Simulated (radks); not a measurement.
All-electron atom: I in [Kr] 4d10 5s2 5p5.

Calculated with a radial shooting solver on a logarithmic mesh with Libxc functionals: scalar-relativistic Kohn-Sham, LDA (Slater exchange, VWN5 correlation), spin-polarised, spherical densities, point nucleus; open shells are filled with parallel spins first (spin-orbit coupling, left out, can overturn this in heavy ions).

Energy parts (hartree):
| part | energy |
|---|---|
| total | -7110.63839 |
| kinetic | 7461.96088 |
| electron-nucleus | -17211.02281 |
| Hartree | 2813.63247 |
| exchange-correlation | -175.20894 |

Orbitals (lengths in bohr, moments of r in powers of bohr):
| orbital | occ. | eigenvalue (hartree) | <r^2> | <1/r> | <r> | <r^4> |
|---|---|---|---|---|---|---|
| 1s up | 1 | -1210.829 | 0.001006 | 56.78 | 0.02725 | 2.649e-06 |
| 1s down | 1 | -1210.828 | 0.001006 | 56.78 | 0.02725 | 2.649e-06 |
| 2s up | 1 | -187.1129 | 0.01622 | 13.01 | 0.1173 | 0.0004515 |
| 2s down | 1 | -187.1122 | 0.01622 | 13.01 | 0.1173 | 0.0004515 |
| 2p up | 3 | -168.0350 | 0.01283 | 12.45 | 0.1025 | 0.0003260 |
| 2p down | 3 | -168.0340 | 0.01283 | 12.45 | 0.1025 | 0.0003260 |
| 3s up | 1 | -37.74709 | 0.1131 | 4.660 | 0.3146 | 0.01945 |
| 3s down | 1 | -37.74597 | 0.1131 | 4.660 | 0.3146 | 0.01944 |
| 3p up | 3 | -31.56429 | 0.1133 | 4.433 | 0.3125 | 0.02040 |
| 3p down | 3 | -31.56307 | 0.1133 | 4.433 | 0.3125 | 0.02040 |
| 3d up | 5 | -22.27793 | 0.09872 | 4.198 | 0.2888 | 0.01779 |
| 3d down | 5 | -22.27678 | 0.09872 | 4.198 | 0.2888 | 0.01779 |
| 4s up | 1 | -6.62147 | 0.6193 | 1.890 | 0.7401 | 0.5659 |
| 4s down | 1 | -6.61903 | 0.6191 | 1.890 | 0.7401 | 0.5654 |
| 4p up | 3 | -4.68042 | 0.7162 | 1.730 | 0.7925 | 0.7837 |
| 4p down | 3 | -4.67771 | 0.7157 | 1.730 | 0.7922 | 0.7820 |
| 4d up | 5 | -1.85138 | 0.9991 | 1.441 | 0.9231 | 1.725 |
| 4d down | 5 | -1.84706 | 0.9956 | 1.442 | 0.9217 | 1.709 |
| 5s up | 1 | -0.65789 | 4.348 | 0.6678 | 1.958 | 29.40 |
| 5s down | 1 | -0.63816 | 4.352 | 0.6688 | 1.957 | 29.61 |
| 5p up | 3 | -0.27497 | 6.997 | 0.5271 | 2.460 | 83.11 |
| 5p down | 2 | -0.25575 | 7.141 | 0.5239 | 2.481 | 87.88 |
| 6s up | 0 | -0.01973 | 57.88 | 0.1837 | 6.986 | 6477 |
| 6s down | 0 | -0.01719 | 62.82 | 0.1769 | 7.258 | 7813 |

The highest occupied level is 5p down at -6.959 eV. Spin moment in Bohr magnetons: 1. The density falls to 0.001 e/bohr^3 at r = 4.52 bohr. Summed over all electrons, <r^2> = 61.48 bohr^2, which gives a Langevin (diamagnetic) susceptibility term of -48.7 x 10^-6 cm^3/mol.
